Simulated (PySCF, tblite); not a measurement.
Isomers of C4H4FO3Si (doublet state), one GFN2-xTB conformer each. Single-point energies are computed at B3LYP/pcH-1 (PySCF, gas phase, no added dispersion term), electronic only. GFN2-xTB treats the open shell by occupation alone, and not every SCF solution was tested for stability.

```csv
SMILES,GFN2-xTB relative energy (kJ/mol)
O=C1OCOC=C1[SiH]F,9.1
O=C1OCO[C]=C1[SiH2]F,76.7
O=C1O[CH]OC=C1[SiH2]F,0.0
```

Conformers: `[O:1]=[C:2]1[O:3][CH2:4][O:5][CH:6]=[C:7]1[SiH:8][F:9]` (doublet state) with C6–C7–Si8–F9 -25°, O1–C2–O3–C4 -170°, C2–O3–C4–O5 -46°, O3–C4–O5–C6 49°, C4–O5–C6–C7 -21°; `[O:1]=[C:2]1[O:3][CH2:4][O:5][C:6]=[C:7]1[SiH2:8][F:9]` (doublet state) with C6–C7–Si8–F9 83°, O1–C2–O3–C4 -171°, C2–O3–C4–O5 -44°, O3–C4–O5–C6 44°, C4–O5–C6–C7 -15°; `[O:1]=[C:2]1[O:3][CH:4][O:5][CH:6]=[C:7]1[SiH2:8][F:9]` (doublet state) with C6–C7–Si8–F9 2°.

What does B3LYP/pcH-1 give for the same structures?

| SMILES | B3LYP/pcH-1 E (Eh) | B3LYP/pcH-1 (kJ/mol) | GFN2-xTB (kJ/mol) | point group |
| --- | --- | --- | --- | --- |
| O=C1OCOC=C1[SiH]F | -769.86362 | 0.0 | 9.1 | C1 |
| O=C1O[CH]OC=C1[SiH2]F | -769.85564 | 21.0 | 0.0 | near Cs |
| O=C1OCO[C]=C1[SiH2]F | -769.83341 | 79.3 | 76.7 | C1 |

GFN2-xTB puts O=C1O[CH]OC=C1[SiH2]F lowest instead; measured from each level's own lowest isomer, the values differ by up to 21.0 kJ/mol (O=C1O[CH]OC=C1[SiH2]F: 0.0 against 21.0). 

What happens when harmonic zero-point energies from GFN2-xTB frequencies are added?

```csv
SMILES,ZPE (kJ/mol),electronic (kJ/mol),with ZPE (kJ/mol)
O=C1OCOC=C1[SiH]F,201.4,0.0,0.0
O=C1O[CH]OC=C1[SiH2]F,187.1,21.0,6.6
O=C1OCO[C]=C1[SiH2]F,192.8,79.3,70.7
```

The zero-point energies span 14.3 kJ/mol. The order is unchanged.
